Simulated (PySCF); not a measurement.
C3H12N2Si2.
Numbering: `[CH3:1][NH:2][Si@H:3]1[CH2:4][Si@@H:5]([NH2:6])[CH2:7]1`

Definitions: NICS(0) = −σiso at the ring centroid; NICS(1) = −σiso and NICS(1)zz = −σzz at ±1 Å along the ring normal z. Level: GIAO PBE0/pcSseg-1 (PySCF, non-relativistic, gas phase) on the GFN2-xTB geometry, one conformer.

Ring bond lengths (Å), with Mayer bond orders in brackets: Si3–C4 1.911 (0.91), C4–Si5 1.906 (0.91), Si5–C7 1.912 (0.91), C7–Si3 1.922 (0.85).

Task: Give the NICS values of each ring in ppm.

Result: 
| ring | type | NICS(0) | NICS(1), two faces | NICS(1)zz, two faces | rms pucker (Å) | centre to ring atoms, mean (Å) |
| --- | --- | --- | --- | --- | --- | --- |
| Si3–C4–Si5–C7 | 4-membered ring with 2 Si; formal bonds all single | 0.5 | -2.2 / -0.5 | 2.1 / 6.0 | 0.02 | 1.35 |

Task: What can be read from them?

Result: 
- Si3–C4–Si5–C7: mean NICS(1)zz 4.1 ppm, deshielded. Si3, C4, Si5, C7 have four or more neighbours, and the NICS criterion for π rings isn't applied. The two faces differ by 3.9 ppm, so no symmetry operation interchanges them.

Task: How shielded are the nuclei of the rings and their hydrogens (means over atoms taken as equivalent)?

Result: 
```json
{"atoms": "Si3", "environment": "SiH silicon", "σ isotropic (ppm)": "359.1", "principal values of the symmetric part, first atom (ppm)": "316.6, 342.8, 417.8"}
{"atoms": "C4 (×2)", "environment": "sp3 carbon bound to silicon", "σ isotropic (ppm)": "178.2", "principal values of the symmetric part, first atom (ppm)": "161.1, 183.4, 194.5"}
{"atoms": "Si5", "environment": "SiH silicon", "σ isotropic (ppm)": "364.5", "principal values of the symmetric part, first atom (ppm)": "334.2, 356.4, 402.8"}
{"atoms": "H on Si3", "environment": "Si–H hydrogen", "σ isotropic (ppm)": "26.51", "principal values of the symmetric part, first atom (ppm)": "22.9, 25.1, 31.5"}
{"atoms": "H on C4 (×2)", "environment": "methylene hydrogen", "σ isotropic (ppm)": "31.42", "principal values of the symmetric part, first atom (ppm)": "27.8, 29.0, 37.6"}
{"atoms": "H on C4 (×2)", "environment": "methylene hydrogen", "σ isotropic (ppm)": "31.27", "principal values of the symmetric part, first atom (ppm)": "27.2, 28.2, 38.0"}
{"atoms": "H on Si5", "environment": "Si–H hydrogen", "σ isotropic (ppm)": "26.11", "principal values of the symmetric part, first atom (ppm)": "22.3, 24.4, 31.6"}
```

The values belong to the conformer `[CH3:1][NH:2][Si@H:3]1[CH2:4][Si@@H:5]([NH2:6])[CH2:7]1`: C1–N2–Si3–C4 -179°, H–N6–Si5–C4 161°, H–N6–Si5–C4 -65°.
